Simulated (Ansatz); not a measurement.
CCl₂FGeN (`N#[C][Ge]([F])([Cl])[Cl]`), relaxed with RKS PBE0-D4/def2-TZVP in Ansatz 0.2.0 from a PBE-D4/def2-SVP geometry. The force threshold is 0.005 eV/Å; the program also tests the step.

Total charge 0; spin multiplicity 1.

Start:

```xyz
6

N     0.611    2.430    0.629
C     0.317    1.325    0.370
Ge   -0.141   -0.479   -0.083
F    -1.066   -1.128    1.236
Cl    1.629   -1.644   -0.312
Cl   -1.350   -0.504   -1.840
```

Task: How much energy does the relaxation release, and in how many steps? (Best estimate.)

Result: Ansatz gave: 1.50 kcal/mol, in 4 steps.

Task: Which bonds change most? (Estimate.)

Result: The calculation gave: Ge3–Cl6 from 2.132 to 2.100 Å; Ge3–Cl5 from 2.132 to 2.100 Å; Ge3–F4 from 1.737 to 1.709 Å; N1–C2 from 1.173 to 1.150 Å.

Task: Give the relaxed structure. (An estimate is asked.)

Result: Ansatz gave: 
```xyz
6

N     0.599    2.402    0.629
C     0.315    1.317    0.370
Ge   -0.137   -0.475   -0.088
F    -1.046   -1.105    1.214
Cl    1.602   -1.632   -0.310
Cl   -1.333   -0.507   -1.815
```
